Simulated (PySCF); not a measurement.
**C₆ coefficients of unlike pairs at B3LYP**

Calculated with PySCF 2.14 from the dipole response of each species, C₆(A,B) = (3/π) ∫ α_A(iu) α_B(iu) du, in atomic units, from isotropic polarisabilities. For ions this is the dispersion term alone; charge-induced terms of lower order in 1/R come first.

| species | configuration | basis | relativity | α (bohr³) | C₆ (like pair) |
| --- | --- | --- | --- | --- | --- |
| Te | [Kr] 4d10 5s2 5p4 (3P) | def2-TZVPPD with the def2 core potential (28 electrons) (7s6p4d2f) | core potential | 40.38 | 443.0 |
| Xe(3+) | [Kr] 4d10 5s2 5p3 (4S) | x2c-QZVPPall with one added diffuse shell each of s, p, d, f type (14s10p8d5f1g) | spin-free X2C | 9.408 | 55.95 |
| Xe | [Xe] (1S) | aug-cc-pwCVDZ-PP with ECP28MDF (6s5p4d1f) | core potential | 26.40 | 281.9 |

(1) Estimate C₆ for Xe with Xe(3+).

No spin-orbit coupling is included.

The other pairs:

| pair | C₆ |
| --- | --- |
| Xe, Te | 348.5 |
| Xe(3+), Te | 147.2 |

Results:

(1) The integral gives 122.7. The combination rule 2 C_A C_B / (C_A α_B/α_A + C_B α_A/α_B) gives 122.5 and the geometric mean 125.6.
